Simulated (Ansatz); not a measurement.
`[SiH3]C1CC1` → `C1CC1` + `[SiH2]`  (silylene formation by 1,1-elimination)

Computed with Ansatz on PBE0-D4/def2-TZVP structures; ΔE is electronic, products minus reactants. CBS: MP2 limit from def2 TZ/QZ plus the TZ coupled-cluster correction, frozen cores. This one scheme is used for every species. Functionals use def2-TZVPP.

`[SiH3]C1CC1`:

```xyz
12

Si    1.326    0.639   -0.781
C    -0.284   -0.228   -0.486
C    -1.212    0.261    0.598
C    -0.486   -1.027    0.778
H     2.333   -0.271   -1.392
H     1.158    1.814   -1.680
H     1.847    1.114    0.531
H    -0.777   -0.629   -1.366
H    -0.900    1.110    1.196
H    -2.277    0.224    0.400
H     0.323   -1.060    1.499
H    -1.052   -1.948    0.703
```

`C1CC1`:

```xyz
9

C     0.586    0.455   -0.444
C     0.130   -0.172    0.837
C    -0.716   -0.283   -0.393
H     0.555    1.535   -0.521
H     1.412   -0.006   -0.971
H    -0.209    0.482    1.631
H     0.647   -1.059    1.181
H    -0.774   -1.246   -0.885
H    -1.631    0.295   -0.435
```

`[SiH2]`:

```xyz
3

Si   -0.610    0.332   -0.158
H    -0.238   -0.858    0.722
H     0.848    0.526   -0.565
```

CCSD(T)/CBS gives +2.47 eV.

Another level gave +2.63 eV. Which?
A. CAM-B3LYP-D4/def2-TZVPP
B. PBE/def2-TZVPP
C. CCSD/def2-TZVPP
D. r2SCAN/def2-TZVPP

D. r2SCAN 2.63, CAM-B3LYP-D4 2.47, CCSD/def2-TZVPP 2.34, PBE 2.39 eV.

Largest T1 diagnostic among the species: 0.014.

The D4 term adds +0.15 eV with B3LYP and +0.08 eV with PBE0; it sums over pairs of atoms, weighted by their polarisabilities, and B3LYP, whose exchange is more repulsive, gets the larger term. Leaving LDA and LC-ωPBE aside and taking each functional with its dispersion term where it has one, the values, not all of them listed here, spread over 0.36 eV, from BLYP-D4 to r2SCAN0-D4. LDA lies +0.37 eV from PBE without D4.

B3LYP here is the variant with VWN-RPA as its local correlation; programs differ in this.
